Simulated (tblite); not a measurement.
A geometry optimisation, step by step.

Species: C5H5F2Se (doublet state).
Bonds: F1–C2, C2–F3, C2–C4, C4–C5 (double), C5–C6, C6–C7, C7–Se8, C4–Se8. Hydrogens: H9 on C2; H10 on C5; H11, H12 on C6; H13 on C7.
Bond orders are those of one Lewis drawing.

Computed with GFN2-xTB (tblite), gas phase: L-BFGS steps from a force-field or distance-geometry start until the largest atomic force falls under 0.01 eV/Å. 8 of its 37 geometries are shown.

Step 0: E = -701.9023 eV, largest atomic force 1.823 eV/Å
```
atom  x, y, z in Å  |  force x, y, z in eV/Å
F1      2.360   -1.244   -0.891    0.003   1.028   0.747
C2      2.114   -0.024   -0.277    0.172  -0.167   0.362
F3      2.728   -0.033    0.983   -0.408  -0.239  -1.309
C4      0.644    0.204   -0.131   -0.033  -0.681   0.375
C5     -0.151   -0.634    0.556   -0.118   0.401  -0.200
C6     -1.606   -0.284    0.579    0.185  -0.137  -0.534
C7     -1.876    0.688   -0.567    0.275   1.146   1.391
Se8    -0.238    1.682   -0.933   -0.919  -0.873   0.038
H9      2.572    0.778   -0.878    0.263  -0.256   0.100
H10     0.232   -1.502    1.078   -0.081   0.119  -0.117
H11    -1.838    0.197    1.554   -0.064  -0.349  -0.338
H12    -2.223   -1.200    0.461    0.202   0.533   0.174
H13    -2.720    1.372   -0.307    0.523  -0.525  -0.690
```

Step 5: E = -702.1757 eV, largest atomic force 0.433 eV/Å
```
atom  x, y, z in Å  |  force x, y, z in eV/Å
F1      2.375   -1.208   -0.854   -0.021   0.126  -0.017
C2      2.104   -0.003   -0.279    0.309  -0.221   0.135
F3      2.728   -0.053    0.937   -0.131   0.101  -0.174
C4      0.635    0.186   -0.130    0.204  -0.067  -0.041
C5     -0.156   -0.638    0.554   -0.037   0.000   0.037
C6     -1.594   -0.284    0.579   -0.081   0.011   0.016
C7     -1.838    0.756   -0.465   -0.231   0.144   0.062
Se8    -0.276    1.625   -0.952    0.105   0.100  -0.203
H9      2.600    0.773   -0.879   -0.008   0.035   0.006
H10     0.218   -1.501    1.076    0.008  -0.065   0.047
H11    -1.848    0.150    1.549   -0.053  -0.134   0.408
H12    -2.225   -1.168    0.460   -0.070   0.019  -0.115
H13    -2.728    1.363   -0.371    0.006  -0.050  -0.161
```

Step 10: E = -702.2234 eV, largest atomic force 0.144 eV/Å
```
atom  x, y, z in Å  |  force x, y, z in eV/Å
F1      2.401   -1.203   -0.862    0.102  -0.052  -0.057
C2      2.126   -0.007   -0.284   -0.141  -0.007  -0.026
F3      2.732   -0.039    0.929    0.039   0.007   0.069
C4      0.647    0.168   -0.141   -0.109   0.054  -0.046
C5     -0.160   -0.633    0.560   -0.036   0.021   0.052
C6     -1.605   -0.265    0.612    0.059  -0.002   0.048
C7     -1.833    0.817   -0.393    0.068  -0.064   0.020
Se8    -0.269    1.595   -1.007    0.042  -0.057   0.045
H9      2.615    0.781   -0.880   -0.063  -0.020  -0.002
H10     0.204   -1.506    1.084   -0.036   0.104   0.008
H11    -1.861    0.068    1.635    0.034  -0.069  -0.075
H12    -2.244   -1.138    0.421    0.040   0.076  -0.061
H13    -2.758    1.362   -0.449    0.001   0.008   0.024
```

Step 15: E = -702.2290 eV, largest atomic force 0.088 eV/Å
```
atom  x, y, z in Å  |  force x, y, z in eV/Å
F1      2.420   -1.202   -0.868   -0.022  -0.015  -0.006
C2      2.117   -0.013   -0.286    0.061   0.002  -0.022
F3      2.727   -0.038    0.928   -0.035   0.004   0.013
C4      0.640    0.164   -0.148    0.044  -0.072   0.024
C5     -0.162   -0.627    0.567    0.011  -0.009  -0.016
C6     -1.601   -0.263    0.617   -0.040   0.022  -0.033
C7     -1.826    0.822   -0.382    0.027   0.056  -0.013
Se8    -0.263    1.590   -1.011   -0.043   0.004  -0.003
H9      2.598    0.778   -0.881   -0.017   0.039  -0.025
H10     0.200   -1.492    1.097    0.031  -0.004   0.065
H11    -1.860    0.048    1.642   -0.030   0.007   0.010
H12    -2.241   -1.126    0.401   -0.001  -0.041  -0.023
H13    -2.754    1.360   -0.451    0.016   0.007   0.029
```

Step 21: E = -702.2321 eV, largest atomic force 0.054 eV/Å
```
atom  x, y, z in Å  |  force x, y, z in eV/Å
F1      2.431   -1.204   -0.873    0.008   0.038   0.008
C2      2.119   -0.016   -0.293   -0.015  -0.002   0.014
F3      2.718   -0.035    0.927    0.022   0.004  -0.047
C4      0.641    0.148   -0.155   -0.002   0.020  -0.005
C5     -0.162   -0.631    0.573    0.014   0.020   0.015
C6     -1.603   -0.263    0.614   -0.002  -0.018   0.000
C7     -1.819    0.839   -0.368   -0.023  -0.011  -0.002
Se8    -0.258    1.581   -1.016    0.010   0.002  -0.034
H9      2.585    0.786   -0.888    0.012  -0.046   0.026
H10     0.204   -1.478    1.131   -0.008  -0.004   0.006
H11    -1.874    0.032    1.640   -0.025  -0.009   0.008
H12    -2.236   -1.126    0.377   -0.006  -0.017  -0.010
H13    -2.750    1.369   -0.443    0.016   0.024   0.019
```

Step 26: E = -702.2337 eV, largest atomic force 0.066 eV/Å
```
atom  x, y, z in Å  |  force x, y, z in eV/Å
F1      2.436   -1.200   -0.879   -0.014  -0.038   0.013
C2      2.118   -0.017   -0.295    0.018   0.014  -0.006
F3      2.725   -0.030    0.920    0.008  -0.032   0.037
C4      0.640    0.144   -0.155    0.005   0.013   0.020
C5     -0.162   -0.627    0.583   -0.016   0.002   0.000
C6     -1.607   -0.268    0.611    0.009   0.015   0.008
C7     -1.819    0.842   -0.364    0.004  -0.021  -0.012
Se8    -0.257    1.570   -1.030   -0.014  -0.030  -0.005
H9      2.586    0.781   -0.888   -0.004   0.051  -0.042
H10     0.204   -1.467    1.152   -0.013   0.018  -0.018
H11    -1.895    0.020    1.635   -0.007  -0.023  -0.008
H12    -2.232   -1.135    0.360    0.028   0.020  -0.003
H13    -2.741    1.388   -0.425   -0.003   0.010   0.015
```

Step 31: E = -702.2348 eV, largest atomic force 0.019 eV/Å
```
atom  x, y, z in Å  |  force x, y, z in eV/Å
F1      2.434   -1.202   -0.878   -0.016   0.002   0.001
C2      2.120   -0.016   -0.295   -0.006  -0.003   0.005
F3      2.731   -0.034    0.918   -0.002   0.005  -0.003
C4      0.642    0.146   -0.151    0.002   0.002  -0.001
C5     -0.162   -0.622    0.589    0.009   0.003   0.000
C6     -1.608   -0.269    0.609    0.004   0.002  -0.005
C7     -1.822    0.838   -0.369    0.001   0.011  -0.001
Se8    -0.259    1.559   -1.041    0.000   0.003  -0.010
H9      2.584    0.784   -0.894   -0.007  -0.011   0.014
H10     0.203   -1.458    1.163    0.005  -0.006   0.002
H11    -1.912    0.010    1.630    0.008   0.001   0.003
H12    -2.223   -1.141    0.349    0.011  -0.007  -0.007
H13    -2.733    1.404   -0.405   -0.008  -0.001   0.002
```

Step 36: E = -702.2350 eV, largest atomic force 0.009 eV/Å
```
atom  x, y, z in Å  |  force x, y, z in eV/Å
F1      2.429   -1.203   -0.878   -0.001  -0.002   0.002
C2      2.119   -0.016   -0.294    0.000   0.001  -0.001
F3      2.732   -0.034    0.918   -0.004  -0.004   0.002
C4      0.642    0.147   -0.150   -0.002   0.006   0.000
C5     -0.161   -0.620    0.590   -0.003   0.003   0.000
C6     -1.607   -0.269    0.608   -0.003  -0.004   0.002
C7     -1.822    0.840   -0.368   -0.001  -0.001   0.008
Se8    -0.260    1.558   -1.045   -0.001   0.001   0.001
H9      2.583    0.783   -0.892    0.008  -0.001  -0.005
H10     0.203   -1.457    1.165    0.003   0.008  -0.002
H11    -1.912    0.008    1.629   -0.001  -0.001  -0.002
H12    -2.218   -1.143    0.345   -0.001  -0.001  -0.003
H13    -2.734    1.406   -0.402    0.006  -0.005  -0.001
```

Problem. Summarise the path.

Solution. The energy falls by 0.3326 eV from step 0 to step 36; nine tenths of that is first reached at step 7. It falls at every step. The largest force goes from 1.823 to 0.009 eV/Å. Among the bonds C7–Se8 changes most, from 1.951 to 1.848 Å; the atoms move by 0.123 Å rms after alignment.

What follows is the cost of the whole relaxation. Hardware: an Arm Neoverse V2 with one thread, shared host with 96 logical CPUs at a one-minute load of 28. Cost: 0.17 s.
